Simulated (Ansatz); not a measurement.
C2H7ClOSi2, SMILES C=C([SiH3])[Si@H](O)Cl.

Geometry: PBE0-D3(BJ)/def2-SVP. The structure was generated by enumeration; whether it is a known compound was not checked. Other conformers were not sampled.

Two levels are set side by side: PBE/def2-SVPD (Ansatz, a program for electronic structure) and CAM-B3LYP/def2-SVPD (Ansatz). Energy differences of separate SCF runs at the same geometry; the states with an electron removed or added have multiplicity 2 and 2. Differences are taken from unrounded values.

```csv
quantity,PBE
vertical ionisation energy (eV),9.73
vertical singlet–triplet gap (eV),4.10
```

Question: These are the PBE values. What does CAM-B3LYP give? (Estimate from the structure and the level; the computed values follow.)

Answer: 
| quantity | CAM-B3LYP | PBE minus CAM-B3LYP |
|---|---|---|
| vertical ionisation energy (eV) | 10.38 | -0.65 |
| vertical singlet–triplet gap (eV) | 4.07 | 0.03 |
